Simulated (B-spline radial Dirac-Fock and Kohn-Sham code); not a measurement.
# Two-hole binding energies of Pm³⁸⁺

System: the Pm³⁸⁺ ion in the configuration 1s2 2s2 2p6 3s2 3p6 3d5.

Calculated with a radial finite-basis atomic code, using relaxed Dirac-Fock hole states (ΔSCF) with Breit and QED corrections and a finite nucleus. U is the two-hole binding energy less the two single-hole energies, the effective repulsion of the holes after relaxation. Each two-hole energy is an average over J within one jj subconfiguration.

| holes | E(a) (eV) | E(b) (eV) | E(ab) (eV) | U (eV) |
| --- | --- | --- | --- | --- |
| 1s⁻² | 47151.3 | 47151.3 | 95418.3 | 1115.7 |
| 1s⁻¹ 2p3/2⁻¹ | 47151.3 | 8375.4 | 55857.2 | 330.5 |
| 1s⁻¹ 3p3/2⁻¹ | 47151.3 | 3028.3 | 50316.7 | 137.1 |
| 2s⁻² | 9340.4 | 9340.4 | 18909.1 | 228.2 |
| 2s⁻¹ 2p1/2⁻¹ | 9340.4 | 8935.6 | 18495.7 | 219.7 |
| 2p1/2⁻² | 8935.6 | 8935.6 | 18147.1 | 275.9 |
| 2s⁻¹ 2p3/2⁻¹ | 9340.4 | 8375.4 | 17928.2 | 212.4 |
| 2p3/2⁻² | 8375.4 | 8375.4 | 16996.7 | 245.8 |
| 2p1/2⁻¹ 3s⁻¹ | 8935.6 | 3325.8 | 12381.2 | 119.8 |
| 2p1/2⁻¹ 3p3/2⁻¹ | 8935.6 | 3028.3 | ? | ? |
| 2p3/2⁻¹ 3s⁻¹ | 8375.4 | 3325.8 | 11819.9 | 118.7 |
| 3p1/2⁻² | 3157.1 | 3157.1 | 6414.3 | 100.2 |
| 3p1/2⁻¹ 3p3/2⁻¹ | 3157.1 | 3028.3 | 6278.3 | 92.9 |
| 3p3/2⁻² | 3028.3 | 3028.3 | 6149.5 | 92.8 |

Problem. Give the missing two-hole energy and U.

Solution. E(ab) = 12087.0 eV and U = 123.1 eV.
